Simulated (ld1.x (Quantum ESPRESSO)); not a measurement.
**B (Z = 5): one change to an ultrasoft potential, before and after**

- Element: boron
- Generator: ld1.x (Quantum ESPRESSO) 7.5
- Type: ultrasoft
- Functional: PBEsol
- Relativity: scalar-relativistic
- Frozen core: [He]
- Valence charge: 3
- Reference configuration: 2s1.5 2p1.5
- Partial waves: 2s (bound): rcut 0.95, rcutus 1.10 bohr; 2s channel at 3.05 Ry: rcut 0.95, rcutus 1.10 bohr; 2p (bound): rcut 2.90, rcutus 4.05 bohr; 2p channel at 0.2 Ry: rcut 2.90, rcutus 4.05 bohr; 3d channel at 0.25 Ry: rcut 2.65, rcutus 2.80 bohr
- Local potential: all-electron potential smoothed inside 2.80 bohr (lloc = -1)
- Core correction: Bessel-smoothed model core inside 0.60 bohr
- Augmentation charge: PSQ, inside the norm-conserving radii

Change: waves 2p (bound): rcut 2.46, rcutus 2.60 bohr; 2p channel at 0.2 Ry: rcut 2.46, rcutus 2.60 bohr.

Cutoffs: the cutoffs (Ry, on a coarse ladder) from which the occupation-weighted sum of valence levels, in a spherical-Bessel basis at the reference potential, stays within 10 and 1 mRy of its value at 400 Ry; they do not see the model core or the augmentation charge, which bear on the density cutoff. Errors are all-electron minus pseudo energies relative to the spin-unpolarised reference configuration.

Task: What does the change do?

Result: The potential gets neither clearly harder nor softer (25 Ry and 35 Ry → 25 Ry and 35 Ry); the s channel sets the loose cutoff, while the largest relative change is in p, which becomes harder; the number of tests that count goes from 6 to 7; of the 6 tests that both files solve, the error grows in 4 and shrinks in 1 by more than 15 % and 0.3 meV (median size 14.1 → 10.2 meV); neither file shows a bound ghost at the reference potential, the only one tested.

| quantity | base | changed |
| --- | --- | --- |
| cutoff, loose | 25 Ry | 25 Ry |
| cutoff, tight | 35 Ry | 35 Ry |
| loose cutoff by channel (10 mRy a level) | s 21 Ry, p 6 Ry | s 21 Ry, p 8 Ry |
| bound ghosts | none | none |
| tests counted (converged, no solver errors) | 6 of 7 | 7 of 7 |
| error for 2s2 2p1, meV [ΔE -2.91 eV] | +0.4 | +1.8 |
| error for 2s2 2p0, meV [ΔE 5.23 eV] | +31 | -27 |
| error for 2s1 2p0, meV [ΔE 30.49 eV] | +77 | -89 |
| error for 2s1 2p2, meV [ΔE 2.91 eV] | +0.6 | +1.8 |
| error for 2s2 2p0.5, meV [ΔE -0.05 eV] | +21 | -4.4 |
| error for 2s0 2p3, meV [ΔE 8.75 eV] | +7.0 | +16 |
| lowest overlap eigenvalue by channel | s 0.38, p 0.17, d 0.95 | s 0.38, p 1.00, d 0.95 |

Base: Tests not counted: 2s1 2p1 (solver errors, printed error -43.4 eV).
